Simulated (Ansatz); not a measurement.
One change: `[NH2][Ta]([F])([F])=[S]` becomes `[NH2][Nb]([F])([F])=[S]`.

Ansatz, PBE0-D4/def2-TZVP geometries, multiplicity 1. Each molecule was computed in one conformer, which needn't be the lowest.

Elements past krypton have def2 core potentials.

| property | `[NH2][Ta]([F])([F])=[S]` |
| --- | --- |
| HOMO–LUMO gap (B3LYP/def2-TZVPP) / eV | 5.50 |
| LUMO energy (B3LYP/def2-TZVPP) / eV | -2.07 |
| size of the dipole moment (ωB97M-V/def2-TZVPP) / D | 3.77 |
| LUMO energy (ωB97M-V/def2-TZVPP) / eV | 0.24 |
| HOMO–LUMO gap (PBE/def2-TZVPP) / eV | 3.96 |
| HOMO energy (ωB97M-V/def2-TZVPP) / eV | -9.92 |

(1) What does the change do to each property? (Estimate.)

## Answers

(1) Ansatz gave: 
```tsv
property	`[NH2][Nb]([F])([F])=[S]`	shift
HOMO–LUMO gap (B3LYP/def2-TZVPP) / eV	5.16	-0.34
LUMO energy (B3LYP/def2-TZVPP) / eV	-2.60	-0.53
size of the dipole moment (ωB97M-V/def2-TZVPP) / D	3.44	-0.33
LUMO energy (ωB97M-V/def2-TZVPP) / eV	-0.30	-0.54
HOMO–LUMO gap (PBE/def2-TZVPP) / eV	3.63	-0.33
HOMO energy (ωB97M-V/def2-TZVPP) / eV	-10.12	-0.20
```

With PBE0 the HOMO falls by 0.19 eV and the LUMO falls by 0.53 eV, so the gap narrows by about 0.34 eV. PBE moves the HOMO by -0.16 eV and ωB97M-V by -0.20 eV. Dipoles are sizes alone; their direction can turn.

Positive LUMOs are unbound, so they and the gaps depend on the basis.

B3LYP here is the variant with VWN-RPA as its local correlation; programs differ in this.
